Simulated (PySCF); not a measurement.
## ClRuN, singlet: molecular constants

These are results of PySCF, PBE0, basis Ru def2-TZVP with ECP28, N def2-TZVP, Cl def2-TZVP (scalar-relativistic core potentials, no spin–orbit coupling, density fitting), not measurements.

The structure is a minimum.

```xyz
3
charge 0 multiplicity 1, angstrom
Ru    0.1810   -0.0009   -0.3880
N    -0.5335    0.0025   -1.7558
Cl   -0.3142    0.0015    1.8341
```

```
Point group                                                                   : Cs
Bond lengths                                                                  : Ru–Cl 2.277 Å, Ru–N 1.543 Å
Bond angles                                                                   : Cl–Ru–N 139.9°
Principal quadrupole moments (Buckingham, traceless) about the centre of mass : -7.00, 2.40, 4.60 D Å
Entropy at 298.15 K and 1 bar                                                 : 289.9 J/(mol K)
Zero-point energy                                                             : 10.6 kJ/mol
Rotational symmetry number                                                    : 1
Rotational constants                                                          : 1.762, 0.09505, 0.09019 cm⁻¹
Lowest empty level                                                            : -3.63 eV
Heat capacity Cp at 298.15 K                                                  : 48.3 J/(mol K)
Enthalpy at 298.15 K above 0 K                                                : 12.64 kJ/mol
Highest occupied level                                                        : -7.12 eV
Principal polarisabilities                                                    : 33.6, 35.5, 69.6 bohr³
Dipole moment                                                                 : 3.06 D
Atomisation energy without zero-point energy                                  : 823 kJ/mol
```

Harmonic modes (masses in u: Ru 101.904, N 14.003, Cl 34.969):
```json
{"symmetry": "a'", "ω (cm⁻¹)": "121", "IR (km/mol)": "14.8", "type": "bend"}
{"symmetry": "a'", "ω (cm⁻¹)": "380", "IR (km/mol)": "56.3", "type": "stretch"}
{"symmetry": "a'", "ω (cm⁻¹)": "1272", "IR (km/mol)": "112", "type": "stretch"}
```

Charges (e):
```json
{"atom": "Ru1", "Mulliken": "0.86", "Löwdin": "0.21", "polar tensor": "1.25", "Mayer order to Ru1": "–"}
{"atom": "N2", "Mulliken": "-0.39", "Löwdin": "-0.11", "polar tensor": "-0.60", "Mayer order to Ru1": "2.77"}
{"atom": "Cl3", "Mulliken": "-0.47", "Löwdin": "-0.10", "polar tensor": "-0.65", "Mayer order to Ru1": "0.85"}
```

Mulliken populations on Ru1 (electrons outside its core potential): s 2.22, p 6.08, d 6.82, f 0.02.

Formally Ru is in oxidation state +4, d4, with 0 unpaired electrons (the high-spin count would be 4). The polar-tensor charge on Ru, 1.25, is far below the formal one.

Other isomers or separated fragments may lie lower.

The final relaxation and frequency run took 41 s on 2 threads of a shared Arm Neoverse V2 host, with 108 basis functions and 14 gradients; the process peaked at 1 GiB.
